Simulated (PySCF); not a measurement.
The dipole of PPAsAs tetrahedron (As2P2) from its density and from atomic charges.

Coordinates (PBE0-D3(BJ)/def2-SVP, Å) and charges (e) from the PBE0/pcSseg-1 density (PySCF):

```
atom       x       y       z  Mulliken      IAO  Hirshfeld  ESP-fitted
  P1  -0.871  -0.926  -0.537   +0.2073  -0.0439    -0.0357     -0.0293
  P2  -0.760   1.081   0.396   +0.2073  -0.0437    -0.0359     -0.0277
 As3   0.957   0.423  -1.023   -0.2074  +0.0439    +0.0358     +0.0279
 As4   0.675  -0.577   1.163   -0.2071  +0.0437    +0.0358     +0.0292
```

What dipole does each set of charges give (1 e·Å = 4.803 D), and what does the density give?

The full density gives (0.44, -0.04, 0.04) D, 0.44 D in size; dipole vectors point from the negative to the positive end.

```csv
scheme,μx,μy,μz,size (D),share of the full size (%),angle to the full dipole (°)
Mulliken,-3.25,0.31,-0.28,3.28,745,180
IAO,0.69,-0.06,0.06,0.69,157,0
Hirshfeld,0.56,-0.05,0.05,0.57,129,0
ESP-fitted,0.45,-0.04,0.05,0.45,103,1
```

Which set comes closest?

Length of the difference vector: ESP-fitted 0.02 D, Hirshfeld 0.13 D, IAO 0.25 D, Mulliken 3.72 D. Closest: ESP-fitted. ESP charges are fitted to the potential around the molecule, whose slowest-falling term is the dipole's. The schemes that divide the density aren't constrained to reproduce the dipole.

What is left for the Hirshfeld atoms' own dipoles?

The shares of the density sum to the whole, so what Σ q r misses lies in dipoles about the nuclei. The atomic dipoles sum to (0.44, -0.04, 0.04) − (0.56, -0.05, 0.05) = (-0.12, 0.01, -0.01) D, 0.13 D in size.

With the origin at the mean of the coordinates, (0.000, 0.000, 0.000) Å, which are the largest single terms, by size, of the Mulliken dipole along the direction of the full one?

P1 -0.82, As3 -0.82, As4 -0.82, P2 -0.82 D; all 4 atoms together -3.28 D. The single terms depend on the origin, their sum doesn't.

Give the size of the full dipole in other units.

0.44 D = 0.173 au = 0.092 e·Å = 1.47 × 10⁻³⁰ C·m.

Isolated species at its PBE0-D3(BJ)/def2-SVP geometry, gas phase. The calculation is non-relativistic, for arsenic too.
